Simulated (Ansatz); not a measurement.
A run for Ansatz (a quantum-chemistry and plane-wave program): R-B3LYP-D3(BJ)/def2-TZVP on H2O (SMILES O).

Ansatz 0.2 input:
```yaml
crystal:
  periodic: [false, false, false]
  atoms:
    - {symbol: O, position_ang: [0.00000000, -0.00000000, 0.39750000]}
    - {symbol: H, position_ang: [0.00000000, 0.76320000, -0.19880000]}
    - {symbol: H, position_ang: [0.00000000, -0.76320000, -0.19880000]}
basis:
  gaussian:
    orbitals: def2-TZVP
hamiltonian:
  xc: b3lyp
  dispersion: d3bj
relax: {f_tol: 0.004, max_steps: 120}
scf: {lower_state_search: off}
```

Output:

```
WARN ansatz: RAYON_NUM_THREADS=4 ignored (pool sized by the plan → 4); use --threads N
Functional definition: B3LYP
these checks for a lower state are left out or cut short: stability, starts, cluster_reference, orbital_swaps, neighbouring_geometries, increment
integrals: 0.00 GiB planned
239 factors; their error is unknown
mean field: 0.08 GiB planned
mean field evaluation 1: about -2076.1204 eV, gradient 5.4e1 eV
mean field evaluation 2: about -2068.0811 eV, gradient 8.6e1 eV
mean field evaluation 4: about -2080.6596 eV, gradient 2.5e-1 eV
mean field evaluation 8: about -2080.6617 eV, gradient 2.7e-3 eV
mean field -2080.66171611 eV, -76.4629077438 hartree, gradient 4.3e-6 eV, S^2 0.000000; 0 other end points of the search recorded, 0 dependent functions left out
the calculation of the forces begins
reference -2080.66185361 eV, -76.4629127968 hartree; 5, 5 occupied and 38, 38 virtual orbitals, 239 factors
relax step   1: F+E_penalty+E_count = -2080.67733270 eV  Δ(F+E_penalty+E_count) = +0.000e0 eV  max|allowed force component| = 4.367e-1 eV/Å  Δτ_max = 0.0000 Å  (13 SCF iters, accepted)
these checks for a lower state are left out or cut short: stability, starts, cluster_reference, orbital_swaps, neighbouring_geometries, increment
integrals: 0.00 GiB planned
239 factors; their error is unknown
mean field: 0.08 GiB planned
mean field evaluation 16: about -2080.6610 eV, gradient 4.9e-1 eV
mean field -2080.66350872 eV, -76.4629736209 hartree, gradient 1.2e-6 eV, S^2 0.000000; 0 other end points of the search recorded, 0 dependent functions left out
the calculation of the forces begins
reference -2080.66364556 eV, -76.4629786498 hartree; 5, 5 occupied and 38, 38 virtual orbitals, 239 factors
relax step   2: F+E_penalty+E_count = -2080.67912459 eV  Δ(F+E_penalty+E_count) = -1.792e-3 eV  max|allowed force component| = 1.820e-1 eV/Å  Δτ_max = 0.0036 Å  (19 SCF iters, accepted)
these checks for a lower state are left out or cut short: stability, starts, cluster_reference, orbital_swaps, neighbouring_geometries, increment
integrals: 0.00 GiB planned
239 factors; their error is unknown
mean field: 0.08 GiB planned
mean field -2080.66401127 eV, -76.4629920894 hartree, gradient 1.2e-6 eV, S^2 0.000000; 0 other end points of the search recorded, 0 dependent functions left out
the calculation of the forces begins
reference -2080.66414765 eV, -76.4629971012 hartree; 5, 5 occupied and 38, 38 virtual orbitals, 239 factors
relax step   3: F+E_penalty+E_count = -2080.67962618 eV  Δ(F+E_penalty+E_count) = -5.016e-4 eV  max|allowed force component| = 1.540e-2 eV/Å  Δτ_max = 0.0037 Å  (19 SCF iters, accepted)
these checks for a lower state are left out or cut short: stability, starts, cluster_reference, orbital_swaps, neighbouring_geometries, increment
integrals: 0.00 GiB planned
239 factors; their error is unknown
mean field: 0.08 GiB planned
mean field evaluation 32: about -2080.6618 eV, gradient 2.6e-1 eV
mean field -2080.66402695 eV, -76.4629926657 hartree, gradient 1.2e-6 eV, S^2 0.000000; 0 other end points of the search recorded, 0 dependent functions left out
the calculation of the forces begins
reference -2080.66416331 eV, -76.4629976769 hartree; 5, 5 occupied and 38, 38 virtual orbitals, 239 factors
relax step   4: F+E_penalty+E_count = -2080.67964164 eV  Δ(F+E_penalty+E_count) = -1.546e-5 eV  max|allowed force component| = 4.637e-4 eV/Å  Δτ_max = 0.0009 Å  (19 SCF iters, accepted)
Total energy: -2080.67977800 eV, -76.4635715061 hartree
Atom 0 at    -0.000000     0.000000     0.389611 Å, force    -0.000000     0.000000    -0.000141 eV/Å
Atom 1 at     0.000000     0.764986    -0.194856 Å, force     0.000000     0.000464     0.000070 eV/Å
Atom 2 at     0.000000    -0.764986    -0.194856 Å, force    -0.000000    -0.000464     0.000070 eV/Å
Dipole moment:    -0.000000    -0.000000    -0.429653 e Å
Checks for a lower state left out: stability, starts, cluster_reference, orbital_swaps, neighbouring_geometries, increment
```

Self-consistency was reached.

Cost: very roughly 1.0 core-seconds.
